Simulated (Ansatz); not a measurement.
Consider the ligand exchange at a B–F bond: `OBF` + `[NH2][AlH2]` → `OB[NH][AlH2]` + H–F.

Gas-phase electronic energies from Ansatz, PBE0-D4/def2-TZVP geometries. CCSD(T)/CBS adds triple-zeta CCSD(T) − MP2 to the extrapolated MP2 energy (def2 sets, frozen cores). This one scheme is used for every species. Functionals use def2-TZVPP. B3LYP here is the variant with VWN-RPA as its local correlation; programs differ in this. Each species was taken in one conformer, which may not be the lowest.

**Question.** Is it downhill or uphill in electronic energy at CCSD(T)/CBS, and by how much? (Estimate.)

**Answer.** Ansatz gave: Uphill: ΔE = +46.2 kJ/mol.

**Question.** What do these levels give: PBE0-D4, B3LYP-D4, r2SCANh-D4, BHLYP-D4, ωB97X-V, r2SCAN0? (An estimate is asked.)

**Answer.** Ansatz gave: PBE0-D4 46.9, B3LYP-D4 53.7, r2SCANh-D4 53.2, BHLYP-D4 54.8, ωB97X-V 54.0, r2SCAN0 53.3 kJ/mol.

Largest T1 diagnostic among the species: 0.013.

At CCSD(T), def2-SVP lies +16.9 kJ/mol from the extrapolated value and def2-TZVPP +3.0 kJ/mol. In def2-TZVPP, CCSD(T) changes the Hartree–Fock value by −18.7 kJ/mol (the triples alone add −2.6 kJ/mol) and MP2 by −21.3 kJ/mol. Leaving LDA and LC-ωPBE aside and taking each functional with its dispersion term where it has one, the values, not all of them listed here, spread over 14.6 kJ/mol, from revPBE-D4 to B97M-V. LDA lies −6.9 kJ/mol from PBE without D4.
